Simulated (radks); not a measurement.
The numbers below are computed, except where a source is named.
Species: O3+. Configuration: [He] 2s2 2p1 (the NIST ground configuration).

Code: a radial shooting solver on a logarithmic mesh with Libxc functionals. Model: non-relativistic Kohn-Sham, PBEsol, spin-polarised, spherical densities, point nucleus; open shells are filled with parallel spins first.

Energy parts (eV):
| part | energy |
|---|---|
| total | -1929.704 |
| kinetic | 1925.842 |
| electron-nucleus | -4269.479 |
| Hartree | 589.066 |
| exchange-correlation | -175.133 |

Orbitals (lengths in bohr, moments of r in powers of bohr; r(90%) holds 90 % of the orbital's charge):
orbital  occ.  eigenvalue (eV)     <r>  <1/r>  r(90%)
1s up       1        -584.7051  0.1998  7.612   0.358
1s down     1        -583.5624  0.1994  7.624   0.357
2s up       1         -80.4044  0.9743  1.494    1.51
2s down     1         -77.5005  0.9862  1.472    1.53
2p up       1         -66.1095  0.9133  1.409    1.50
2p down     0         -62.9888  0.9303  1.389    1.53

The highest occupied level is 2p up at -66.109 eV. The spin density at the nucleus is -0.0590 e/bohr^3 (1s -0.4278, 2s 0.3688), a Fermi contact field of -3.09 T. Summed over all electrons, <r^2> = 3.399 bohr^2, which gives a Langevin (diamagnetic) susceptibility term of -2.69 x 10^-6 cm^3/mol. The density falls to 0.001 e/bohr^3 at r = 2.33 bohr. Virial ratio -V/T = 2.00201. For comparison, the ionisation energy in NIST's Atomic Spectra Database is 77.414 eV (measured). In exact Kohn-Sham theory the highest level is minus the ionisation energy, but local and semilocal functionals leave it too shallow, through self-interaction and a potential that decays too fast; potentials with the right tail come closer. The electron density at the nucleus is 317.7 e/bohr^3. Spin moment in Bohr magnetons: 1.
